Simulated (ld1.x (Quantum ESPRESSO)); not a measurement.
**Ta, PAW: configuration errors across variants**

- Element: tantalum
- Generator: ld1.x (Quantum ESPRESSO) 7.5
- Type: PAW
- Functional: PBE
- Relativity: scalar-relativistic
- Frozen core: [Xe] 4f14
- Valence charge: 5
- Reference configuration: 5d3 6s2 6p0
- Partial waves: 6s (bound): rcut 2.25, rcutus 2.95 bohr; 6s channel at 1.3 Ry: rcut 2.25, rcutus 2.95 bohr; 6p (bound, empty): rcut 3.25, rcutus 3.85 bohr; 6p channel at 0.25 Ry: rcut 3.25, rcutus 3.85 bohr; 5d (bound): rcut 2.50, rcutus 2.80 bohr; 5d channel at 4.7 Ry: rcut 2.50, rcutus 2.80 bohr
- Local potential: all-electron potential smoothed inside 3.05 bohr (lloc = -1)
- Core correction: a·sin(br)/r model core, default radius (ld1.x builds one for every PAW set, though the input has nlcc=.false.)
- Augmentation charge: BESSEL, radius 2.45 bohr

All-electron excitation energies from the reference (eV): (1) 5d3 6s1 6p0 8.467; (2) 5d3 6s0 6p0 23.439; (3) 5d2 6s0 6p0 47.043; (4) 5d3 6s0 6p1 13.546; (5) 5d3 6s1.5 6p0 3.461; (6) 5d2 6s2 6p0 7.681; (7) 5d4 6s1 6p0 2.094.

The default core radius of the base comes out at 1.75 bohr.

The overlap operator is not positive definite (basis up to 400 Ry) in “base”, “waves 6p (bound): rcut 3.25, rcutus 5.82 bohr; 6p channel at 0.25 Ry: rcut 3.25, rcutus 5.82 bohr”, “local potential all-electron potential smoothed inside 3.28 bohr (lloc = -1)”, “wave 6p channel at 0.25 Ry: rcut 3.25, rcutus 3.85 bohr becomes 6p channel at -0.2 Ry: rcut 3.25, rcutus 3.85 bohr”, “core correction a·sin(br)/r model core inside 1.30 bohr”, “waves 5d (bound): rcut 2.50, rcutus 2.94 bohr; 5d channel at 4.7 Ry: rcut 2.50, rcutus 2.94 bohr”. Such files are unfit for use, however small their errors in these radial tests.

3 further variants failed, have other tests or another functional or relativity, and are left out.

A true bound ghost makes a file unfit for plane-wave use even where its test errors are small: the radial tests pick states by their node count and pass the ghost by.

Errors AE − PS in meV (a dash: test not solved or not reliable):

| change | (1) | (2) | (3) | (4) | (5) | (6) | (7) | bound ghosts |
| --- | --- | --- | --- | --- | --- | --- | --- | --- |
| base | -15 | -53 | -308 | -40 | -4.0 | -55 | -29 | not determined (overlap not positive) |
| waves 6p (bound): rcut 3.25, rcutus 5.82 bohr; 6p channel at 0.25 Ry: rcut 3.25, rcutus 5.82 bohr | -15 | -53 | -308 | -50 | -4.0 | -55 | -29 | not determined (overlap not positive) |
| local potential all-electron potential smoothed inside 2.10 bohr (lloc = -1) | -3.0 | +33 | -109 | -8.7 | -1.4 | -65 | -30 | s |
| type TM; waves now 6p (bound): rc 3.85 bohr; 5d (bound): rc 2.80 bohr; 6s (bound): rc 2.95 bohr; local potential the s channel; core correction none | +6.6 | +95 | +137 | +30 | +0.3 | +6.3 | -2.1 | none |
| waves 6s (bound): rcut 2.25, rcutus 4.08 bohr; 6s channel at 1.3 Ry: rcut 2.25, rcutus 4.08 bohr | -15 | -43 | -296 | -32 | -3.8 | – | – | none |
| local potential all-electron potential smoothed inside 3.28 bohr (lloc = -1) | -26 | -126 | -526 | -65 | -5.9 | -87 | -40 | not determined (overlap not positive) |
| wave 6p channel at 0.25 Ry: rcut 3.25, rcutus 3.85 bohr becomes 6p channel at -0.2 Ry: rcut 3.25, rcutus 3.85 bohr | -15 | -53 | -308 | -40 | -4.0 | -55 | -29 | not determined (overlap not positive) |
| core correction a·sin(br)/r model core inside 1.30 bohr | -20 | -108 | -425 | -46 | -4.8 | -52 | -21 | not determined (overlap not positive) |
| waves 5d (bound): rcut 2.50, rcutus 2.94 bohr; 5d channel at 4.7 Ry: rcut 2.50, rcutus 2.94 bohr | -2.8 | +20 | -135 | -13 | -1.4 | -25 | -20 | not determined (overlap not positive) |

Q: Give the same row for: all radii but the core radius scaled by about 1.36 (s 4.02, p 5.24, d 3.82 bohr, rcut 3.06/4.44/3.40); local potential all-electron potential smoothed inside 4.16 bohr (lloc = -1); augmentation BESSEL, radius 3.34 bohr.

A: -51, -293, -1016, -124, -10, -189, -87; bound ghosts: none.
